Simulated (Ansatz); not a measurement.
Input for Ansatz (a quantum-chemistry and plane-wave program): R-BLYP/def2-TZVPP on CH5InO (SMILES [CH3][InH][OH]), a point of a torsion scan. Elements past Kr take the def2 small-core potentials; no spin–orbit coupling.

Ansatz 0.2 input:
```yaml
crystal:
  periodic: [false, false, false]
  atoms:
    - {symbol: C, position_ang: [-1.41870227, -0.27229811, 0.15396965]}
    - {symbol: In, position_ang: [0.36906511, 1.01310219, 0.22999973]}
    - {symbol: O, position_ang: [0.60899354, 1.88791010, -1.49579079]}
    - {symbol: H, position_ang: [-1.38633321, -0.73268813, -0.83051029]}
    - {symbol: H, position_ang: [-2.29142358, 0.37153762, 0.22966224]}
    - {symbol: H, position_ang: [-1.43361443, -1.02518948, 0.93615803]}
    - {symbol: H, position_ang: [1.57209064, 1.42534266, 1.41081225]}
    - {symbol: H, position_ang: [1.31302548, 2.50884178, -1.67038878]}
basis:
  gaussian:
    orbitals: def2-TZVPP
hamiltonian:
  xc: {name: BLYP}
scf: {lower_state_search: off}
```

The head of its log:

```
WARN ansatz: RAYON_NUM_THREADS=1 ignored (pool sized by the plan → 1); use --threads N
Functional definition: BLYP
these checks for a lower state are left out or cut short: stability, starts, cluster_reference, orbital_swaps, neighbouring_geometries, increment
integrals: 0.08 GiB planned
1014 factors; their error is unknown
mean field: 0.62 GiB planned
mean field evaluation 1: about -8318.5051 eV, gradient 1.0e2 eV
mean field evaluation 2: about -8178.8438 eV, gradient 2.2e2 eV
```

Task: Predict the final total energy.

Result: -306.4415 hartree.
